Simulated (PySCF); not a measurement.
HOSi, SMILES [OH+]=[Si] (connectivity only; charge and spin as stated), charge +1, multiplicity 1. Coordinates come from a B3LYP-D3(BJ)/def2-TZVPD optimisation. The isomer is the one that the SMILES or the coordinates give; other isomers of the formula were not compared.

Level of theory: B3LYP-D3(BJ)/def2-TZVPD (PySCF).

Harmonic wavenumbers (cm⁻¹): 363, 363, 1120, 3784. Rotational constants (GHz): 18.03 (linear); symmetry number 1.

Work out the zero-point energy and the ideal-gas rigid-rotor harmonic-oscillator thermochemistry at 298.15 K and 1 atm.

ZPE = ½ Σ hcν = ½ × 5631 cm⁻¹ = 8.05 kcal/mol. H − E(el) = 10.57 kcal/mol. Entropy in cal/(mol K): translation 37.34, rotation 13.60, vibration 2.28, total 53.22. G − E(el) = -5.29 kcal/mol. Cp = 10.32 cal/(mol K).
